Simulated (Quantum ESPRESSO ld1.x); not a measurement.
Q: Os XXXIX, 38 electrons, occupied as [Kr] 4d2. All-electron calculation, scalar-relativistic Kohn-Sham, relativistic LDA (MacDonald-Vosko exchange, VWN5 correlation), spin-unpolarised, spherical densities, point nucleus. Program: ld1.x of Quantum ESPRESSO 7.5. Some entries of the table are withheld. Estimate them.

orbital  occ.  eigenvalue (eV)  <r^2> (bohr^2)  <r> (bohr)
1s          2         -75039.7       0.0004370     0.01781
2s          2         -14465.5        0.006683     0.07514
2p          6         -12830.6        0.005555     0.06743
3s          2         -4602.57             (1)      0.1926
3p          6         -4120.21         0.04290      0.1925
3d         10         -3591.54         0.03514         (2)
4s          2         -2064.81          0.1732      0.3926
4p          6         -1886.91          0.1854      0.4049
4d          2         -1680.31          0.1861      0.4035

A: 
(1) 3s <r^2> (bohr^2): 0.04237
(2) 3d <r> (bohr): 0.1736
